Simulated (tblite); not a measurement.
Compound: C₅H₁₄N₃P.
Geometry (GFN2-xTB, Å), atoms numbered from 1 in this order:
```xyz
23
C5H14N3P angstrom
C      2.9705   -0.3748   -0.5182
N      1.5387   -0.2096   -0.6493
P      0.4907   -0.3346    0.6955
N     -0.8916   -1.1377    0.0818
C     -0.7740   -2.4701   -0.4512
C     -1.8394   -0.2546   -0.5631
C     -1.7353    1.0289    0.2456
N     -0.3173    1.1868    0.5033
C      0.0100    2.2407    1.4374
H      3.3731   -0.8785   -1.4018
H      3.1629   -0.9997    0.3533
H      3.5034    0.5733   -0.3880
H      1.2707    0.4812   -1.3426
H     -0.4784   -2.4782   -1.5085
H     -1.7302   -2.9920   -0.3548
H     -0.0185   -3.0060    0.1217
H     -2.8448   -0.6859   -0.5157
H     -1.5908   -0.0717   -1.6200
H     -2.3155    0.9402    1.1763
H     -2.1040    1.8980   -0.3093
H     -0.5203    2.1463    2.3930
H      1.0824    2.2174    1.6285
H     -0.2471    3.2074    0.9960
```

Method: GFN2-xTB as coded in tblite; computed harmonic values from a numerical Hessian at the method's own geometry, unscaled. Against measured fundamentals such values can be off by several per cent, at times by over 20. One conformer, not necessarily the lowest.

Harmonic wavenumbers (cm⁻¹): 38.2, 57.6, 91.9, 141.2, 166.1, 177.0, 204.9, 218.5, 231.1, 258.3, 297.2, 343.6, 353.3, 454.8, 494.7, 572.5, 644.5, 677.6, 761.8, 870.7, 957.7, 1010.2, 1041.6, 1063.4, 1068.8, 1100.2, 1110.1, 1115.5, 1126.1, 1143.0, 1157.6, 1185.4, 1217.0, 1228.2, 1230.0, 1301.3, 1306.4, 1333.2, 1411.1, 1414.1, 1416.5, 1474.4, 1478.8, 1483.9, 1484.4, 1493.9, 1498.5, 1500.8, 1504.5, 2834.8, 2854.9, 2883.2, 2894.8, 2911.7, 2928.0, 2932.5, 2951.0, 2952.9, 2959.7, 3008.8, 3010.5, 3012.6, 3343.7.

A = 1616, B = 1432, C = 874.0 MHz; mass 147.093 u (most abundant isotopes); point group C1, symmetry number 1.

**Question.** Zero-point energy?

**Answer.** Half the sum of the wavenumbers: 42696 cm⁻¹ = 122.07 kcal/mol.

**Question.** What is S at 400 K and 1 bar for an ideal gas of classical rigid rotors and harmonic oscillators?

**Answer.** Translation 42.35, rotation 30.33, vibration 48.83: S = 121.5 cal/(mol K).

**Question.** And Cp and H(400 K) − H(0)?

**Answer.** Cp = 55.07 cal/(mol K), of which vibrations give 47.12 (their classical limit is 63 R = 125.2); H(400 K) − H(0) = 13.09 kcal/mol without the zero-point energy, 9.91 from vibrations.

**Question.** What must be added to the electronic energy to get the Gibbs energy at 400 K and 1 bar?

**Answer.** ZPE + [H(400 K) − H(0)] − T·S = 122.07 + 13.09 − 48.61 = 86.55 kcal/mol.

**Question.** How do the functions run with temperature in this model?

**Answer.** 
```
 T (K)  S (cal/(mol K))  Cp (cal/(mol K))  H − H(0) (kcal/mol)  G − H(0) (kcal/mol)  ln q(vib)
   150             83.0              28.4                 2.73                -9.72       3.95
   250             99.8              38.6                 6.07               -18.89       7.32
298.15            107.1              43.8                 8.05               -23.87       8.89
   600            147.6              74.0                26.09               -62.48      18.20
   900            181.5              93.1                51.38              -112.00      26.80
```

q(vib) and H(0) count from the zero-point level.

**Question.** Which modes carry the vibrational entropy at 400 K?

**Answer.** 38.2 cm⁻¹: 5.93; 57.6 cm⁻¹: 5.12; 91.9 cm⁻¹: 4.20; 141.2 cm⁻¹: 3.35; 166.1 cm⁻¹: 3.04; 177.0 cm⁻¹: 2.92 cal/(mol K); the other 57 give 24.27 together.

Hindered rotation and anharmonicity are outside this model. Other conformers, if any are populated, would add a mixing term that is left out. The structure is chiral; the term R ln 2 for an equal mix with its mirror image is left out.
